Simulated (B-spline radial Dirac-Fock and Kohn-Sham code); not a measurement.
**K-shell conversion coefficients of Zr against transition energy**

These are calculated numbers from a B-spline atomic structure program; the model is a Dirac-Hartree-Slater potential of the neutral atom with a Latter tail (no hole, which puts coefficients of high multipoles low close above an edge), finite nucleus with surface currents. Subshells within 1 keV of threshold and pair formation are left out.

```
energy (keV)        E1        E3        E5        M2        M3        M4
          20      9.03       203      1120       794      6880     27000
        21.1      7.86       302      4090       646      6480     37000
        23.6      5.86       425     15500       420      5110     44400
          29      3.38       406     31100       189      2680     31700
        30.7      2.89       372     31500       152      2180     26900
        32.2      2.54       340     30600       127      1830     23100
        46.9     0.892       121     12000      30.0       402      5090
          50     0.744      97.3      9400      23.5       307      3810
          63     0.384      42.5      3510      9.83       114      1280
        72.4     0.257      25.0      1820      5.85      62.7       654
        72.5     0.256      24.9      1810      5.82      62.3       650
          95     0.117      8.46       463      2.16      19.4       171
         100     0.100      6.86       354      1.79      15.5       133
         118    0.0619      3.47       147     0.990      7.64      58.4
         136    0.0409      1.92      68.0     0.600      4.18      29.0
         181    0.0179     0.578      14.3     0.224      1.27      7.19
         182    0.0176     0.564      13.9     0.220      1.24      7.00
         200    0.0134     0.380      8.29     0.160     0.847      4.46
         210    0.0117     0.310      6.36     0.136     0.696      3.54
         273   0.00558     0.106      1.56    0.0578     0.247      1.04
         500   0.00115    0.0105    0.0778   0.00917    0.0268    0.0766
         847  0.000355   0.00195   0.00873   0.00216   0.00483    0.0105
         954  0.000281   0.00140   0.00567   0.00159   0.00338   0.00693
        1000  0.000256   0.00123   0.00481   0.00141   0.00295   0.00592
        1040  0.000238   0.00111   0.00420   0.00128   0.00263   0.00519
        2000  7.87e-05  0.000241  0.000597  0.000278  0.000462  0.000732
```

Problem. How fast do they fall between 1000 and 2000 keV?

Solution. As powers of the energy: E1 E^-1.70, E3 E^-2.35, E5 E^-3.01, M2 E^-2.35, M3 E^-2.67, M4 E^-3.01. Within one type (E or M) the higher multipoles fall faster.
